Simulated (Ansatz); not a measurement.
`[OH][AlH][CH2]Br` and `CO[CH2][AlH][OH]` differ in one atom or group.

Ansatz, PBE0-D4/def2-TZVP geometries, multiplicity 1. Each molecule was computed in one conformer, which needn't be the lowest.

Scalar relativity is left out up to krypton.

| property | `[OH][AlH][CH2]Br` |
| --- | --- |
| HOMO energy (B3LYP/def2-TZVPP) / eV | -7.60 |
| HOMO energy (PBE/def2-TZVPP) / eV | -6.53 |
| HOMO energy (PBE0/def2-TZVPP) / eV | -7.82 |
| LUMO energy (B3LYP/def2-TZVPP) / eV | -1.18 |
| size of the dipole moment (B3LYP/def2-TZVPP) / D | 2.40 |
| LUMO energy (PBE/def2-TZVPP) / eV | -1.86 |

(1) What does the change do to each property? (An estimate is asked.)

Answers

(1) Computed: 
| property | `CO[CH2][AlH][OH]` | shift |
| --- | --- | --- |
| HOMO energy (B3LYP/def2-TZVPP) / eV | -6.55 | 1.05 |
| HOMO energy (PBE/def2-TZVPP) / eV | -5.36 | 1.17 |
| HOMO energy (PBE0/def2-TZVPP) / eV | -6.76 | 1.06 |
| LUMO energy (B3LYP/def2-TZVPP) / eV | -0.87 | 0.31 |
| size of the dipole moment (B3LYP/def2-TZVPP) / D | 1.42 | -0.98 |
| LUMO energy (PBE/def2-TZVPP) / eV | -1.42 | 0.44 |

With PBE0 the HOMO rises by 1.06 eV and the LUMO rises by 0.27 eV, so the gap narrows by about 0.79 eV. PBE moves the HOMO by 1.17 eV and ωB97M-V by 0.98 eV. Dipoles are sizes alone; their direction can turn.

B3LYP here is the variant with VWN-RPA as its local correlation; programs differ in this.

Spin–orbit coupling is left out; it splits and shifts lone-pair levels of the heavy atoms by tenths of an eV.
